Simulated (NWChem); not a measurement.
System: C2H3BF2O; SMILES CC(=O)B(F)F

Here is an NWChem input.

```
start job
memory heap 200 mb stack 900 mb global 1100 mb
geometry units angstroms
  C     -1.996407    -0.181143    -0.207339
  C     -0.691385    -0.314395     0.544720
  O     -0.640169    -0.761891     1.665814
  B      0.594969     0.199109    -0.295214
  F      1.339523    -0.602428    -1.018392
  F      0.926962     1.466795    -0.366267
  H     -1.938614    -0.749527    -1.133707
  H     -2.154343     0.864170    -0.466168
  H     -2.819388    -0.543840     0.403043
end
basis spherical
  * library def2-svp
end
dft
  xc pbe0
  iterations 150
end
driver
  maxiter 120
end
task dft optimize
task dft freq
```

The level has its own optimisation; frequencies are unscaled.

Question: Give the results of this calculation. (PBE0/def2-SVP.) Quantities: r C–C (Å); r C–O (Å); r B–C (Å); r B–F (Å); highest harmonic frequency (cm⁻¹); lowest (cm⁻¹); zero-point energy (kcal/mol); dipole (D).

Answer: 
```
Property                           Result
---------------------------------  ------
r C–C (Å)                           1.501
r C–O (Å)                           1.215
r B–C (Å)                           1.600
r B–F (Å)                           1.315
highest harmonic frequency (cm⁻¹)    3185
lowest (cm⁻¹)                         -19
zero-point energy (kcal/mol)         35.2
dipole (D)                           2.59
```
